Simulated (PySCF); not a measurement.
Compound: C₅H₁₁N₃Si.
Bonds: C1–C2, C2–N3 (aromatic), N3–N4 (aromatic), N4–C5 (aromatic), C5–N6 (aromatic), N6–Si7, Si7–C8, Si7–C9, C2–N6 (aromatic). Hydrogens: H10, H11, H12 on C1; H13 on C5; H14 on Si7; H15, H16, H17 on C8; H18, H19, H20 on C9.

The same species was optimised twice, with GFN2-xTB and with PBE0-D3(BJ)/def2-SVP (PySCF), and the same property calculations (PySCF, gas phase) were run on both structures.

```json
{"coordinate": "Si7–C8 (Å)", "GFN2-xTB": "1.898", "PBE0-D3(BJ)/def2-SVP": "1.867", "change": "-0.031"}
{"coordinate": "Si7–C9 (Å)", "GFN2-xTB": "1.898", "PBE0-D3(BJ)/def2-SVP": "1.867", "change": "-0.031"}
{"coordinate": "N6–Si7 (Å)", "GFN2-xTB": "1.766", "PBE0-D3(BJ)/def2-SVP": "1.796", "change": "+0.030"}
{"coordinate": "C2–N3 (Å)", "GFN2-xTB": "1.297", "PBE0-D3(BJ)/def2-SVP": "1.309", "change": "+0.012"}
{"coordinate": "N3–N4 (Å)", "GFN2-xTB": "1.349", "PBE0-D3(BJ)/def2-SVP": "1.360", "change": "+0.011"}
{"coordinate": "N4–C5 (Å)", "GFN2-xTB": "1.291", "PBE0-D3(BJ)/def2-SVP": "1.301", "change": "+0.010"}
{"coordinate": "C1–C2 (Å)", "GFN2-xTB": "1.480", "PBE0-D3(BJ)/def2-SVP": "1.485", "change": "+0.005"}
{"coordinate": "C5–N6 (Å)", "GFN2-xTB": "1.370", "PBE0-D3(BJ)/def2-SVP": "1.374", "change": "+0.004"}
{"coordinate": "C2–N6 (Å)", "GFN2-xTB": "1.376", "PBE0-D3(BJ)/def2-SVP": "1.379", "change": "+0.003"}
{"coordinate": "N6–Si7–C9 (°)", "GFN2-xTB": "107.3", "PBE0-D3(BJ)/def2-SVP": "108.4", "change": "+1.1"}
{"coordinate": "C2–N6–Si7 (°)", "GFN2-xTB": "132.3", "PBE0-D3(BJ)/def2-SVP": "131.1", "change": "-1.2"}
{"coordinate": "C2–N6–C5 (°)", "GFN2-xTB": "102.1", "PBE0-D3(BJ)/def2-SVP": "102.8", "change": "+0.7"}
{"coordinate": "N6–Si7–C8 (°)", "GFN2-xTB": "107.2", "PBE0-D3(BJ)/def2-SVP": "107.9", "change": "+0.7"}
{"coordinate": "C1–C2–N6 (°)", "GFN2-xTB": "124.7", "PBE0-D3(BJ)/def2-SVP": "125.2", "change": "+0.5"}
{"coordinate": "C5–N6–Si7 (°)", "GFN2-xTB": "125.6", "PBE0-D3(BJ)/def2-SVP": "126.0", "change": "+0.4"}
{"coordinate": "N4–C5–N6 (°)", "GFN2-xTB": "111.8", "PBE0-D3(BJ)/def2-SVP": "111.5", "change": "-0.3"}
{"coordinate": "N3–C2–N6 (°)", "GFN2-xTB": "110.6", "PBE0-D3(BJ)/def2-SVP": "110.3", "change": "-0.3"}
{"coordinate": "C5–N6–Si7–C8 (°)", "GFN2-xTB": "60", "PBE0-D3(BJ)/def2-SVP": "56", "change": "-4"}
```

Rotational constants: A = 2177, B = 993.5, C = 883.0 MHz (GFN2-xTB) against A = 2186, B = 984.6, C = 867.4 MHz (PBE0-D3(BJ)/def2-SVP).

On the GFN2-xTB structure: HOMO (eV) -7.09 [PBE0/pcSseg-1]; LUMO (eV) 0.17 [PBE0/pcSseg-1]; dipole (D) 6.31 [PBE0/pcSseg-1]; GIAO shielding of C1 (ppm) 171.9 [PBE0/pcSseg-1]; GIAO shielding of C2 (ppm) 32.4 [PBE0/pcSseg-1]; GIAO shielding of N3 (ppm) -93.9 [PBE0/pcSseg-1]; GIAO shielding of N4 (ppm) -101.2 [PBE0/pcSseg-1]; GIAO shielding of C5 (ppm) 40.3 [PBE0/pcSseg-1]; GIAO shielding of N6 (ppm) 76.0 [PBE0/pcSseg-1]; GIAO shielding of Si7 (ppm) 360.6 [PBE0/pcSseg-1]; GIAO shielding of C8/C9 (mean) (ppm) 186.8 [PBE0/pcSseg-1].

Q: What do these properties become on the PBE0-D3(BJ)/def2-SVP structure?

A: 
```csv
property,level,on GFN2-xTB,on PBE0-D3(BJ)/def2-SVP,change
HOMO (eV),PBE0/pcSseg-1,-7.09,-7.12,-0.03
LUMO (eV),PBE0/pcSseg-1,0.17,0.18,+0.01
dipole (D),PBE0/pcSseg-1,6.31,6.50,+0.19
"energy, GFN2-xTB geometry as zero (kcal/mol)",PBE0/pcSseg-1,0.0,-1.5,-1.5
GIAO shielding of C1 (ppm),PBE0/pcSseg-1,171.9,169.9,-2.0
GIAO shielding of C2 (ppm),PBE0/pcSseg-1,32.4,30.1,-2.3
GIAO shielding of N3 (ppm),PBE0/pcSseg-1,-93.9,-103.3,-9.4
GIAO shielding of N4 (ppm),PBE0/pcSseg-1,-101.2,-109.1,-7.9
GIAO shielding of C5 (ppm),PBE0/pcSseg-1,40.3,38.3,-2.0
GIAO shielding of N6 (ppm),PBE0/pcSseg-1,76.0,72.0,-4.0
GIAO shielding of Si7 (ppm),PBE0/pcSseg-1,360.6,356.5,-4.1
GIAO shielding of C8/C9 (mean) (ppm),PBE0/pcSseg-1,186.8,185.2,-1.6
```

The heavy atoms differ by 0.058 Å rms after alignment. Among bonds between heavy atoms N6–Si7, Si7–C8 and Si7–C9 change most and about equally (-0.031 to +0.030 Å). Changes are differences of the printed values. Neither structure is proved a minimum here.

The values belong to the conformer `[CH3:1][c:2]1[n:3][n:4][cH:5][n:6]1[SiH:7]([CH3:8])[CH3:9]`: C5–N6–Si7–C8 56°.
